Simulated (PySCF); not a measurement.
Run times: technetium in aug-cc-pwCVTZ-DK

Measured wall times of calculations with PySCF 2.14 in aug-cc-pwCVTZ-DK, with the spin-free X2C one-electron Hamiltonian (Gaussian nucleus), run from one Python driver. Hardware: 2 threads of Neoverse-V1 on a shared host, 2.6 GiB allowed. The two-electron integrals over 136 functions were computed once and kept in memory (10 CPU seconds with the set-up); the times below exclude them. Kohn-Sham runs start from converged Hartree-Fock orbitals.

Launch command (the driver calls PySCF for each step listed in the task file):

```bash
OMP_NUM_THREADS=2 python atomrun2.py TASK.json OUT
```

```json
{"species": "Tc [Kr] 4d5 5s2", "step": "PBEsol", "iterations": "7", "wall time (s)": "2.9"}
{"species": "Tc [Kr] 4d5 5s2", "step": "LC-wPBE", "iterations": "8", "wall time (s)": "11"}
{"species": "Tc⁺ [Kr] 4d5 5s1", "step": "HSE06", "iterations": "6", "wall time (s)": "11"}
{"species": "Tc⁺ [Kr] 4d5 5s1", "step": "PBEsol", "iterations": "7", "wall time (s)": "2.9"}
{"species": "Tc⁺ [Kr] 4d5 5s1", "step": "LC-wPBE", "iterations": "7", "wall time (s)": "10"}
```

(1) Roughly how long does HSE06 take for Tc [Kr] 4d5 5s2 here?

Peak memory of the process: 1.3 GiB. Times on a shared host vary from run to run.

## Answers

(1) About 11 s.
